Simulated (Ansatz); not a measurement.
CH9BSi3, SMILES `C[SiH2][SiH]1B[SiH2]1`, relaxed with RKS PBE0-D4/def2-TZVP in Ansatz from a PBE-D4/def2-SVP geometry. The force threshold is 0.005 eV/Å; the program also tests the step.

The species carries charge 0 and has multiplicity 1.

Start:

```xyz
14

C    -0.256   -2.147    0.293
Si    0.238   -1.040   -1.162
Si   -0.542    1.171   -0.931
B    -1.044    2.109    0.655
Si    0.647    1.668    1.399
H     0.202   -1.803    1.242
H    -1.357   -2.148    0.421
H     0.077   -3.188    0.103
H    -0.406   -1.548   -2.430
H     1.730   -1.061   -1.383
H    -0.625    1.853   -2.280
H    -1.566    3.201    0.704
H     1.642    2.638    1.987
H     1.259    0.295    1.382
```

Problem. By how much does the energy fall, and how many steps does the optimiser take? (Best estimate.)

Solution. Computed: 1.32 kcal/mol, in 6 steps, 1 of them rejected.

Problem. Which bonds change most? (An estimate is asked.)

Solution. Ansatz gave: Si3–Si5 from 2.663 to 2.569 Å; B4–H12 from 1.212 to 1.190 Å; C1–Si2 from 1.894 to 1.873 Å; Si3–H11 from 1.513 to 1.493 Å.

Problem. Give the relaxed structure. (Best estimate.)

Solution. The calculation gave: 
```xyz
14

C    -0.258   -2.133    0.292
Si    0.244   -1.026   -1.133
Si   -0.511    1.180   -0.908
B    -1.058    2.085    0.664
Si    0.652    1.657    1.333
H     0.188   -1.806    1.232
H    -1.343   -2.131    0.411
H     0.067   -3.157    0.096
H    -0.385   -1.520   -2.393
H     1.718   -1.051   -1.340
H    -0.600    1.851   -2.238
H    -1.577    3.155    0.719
H     1.640    2.610    1.906
H     1.221    0.287    1.359
```
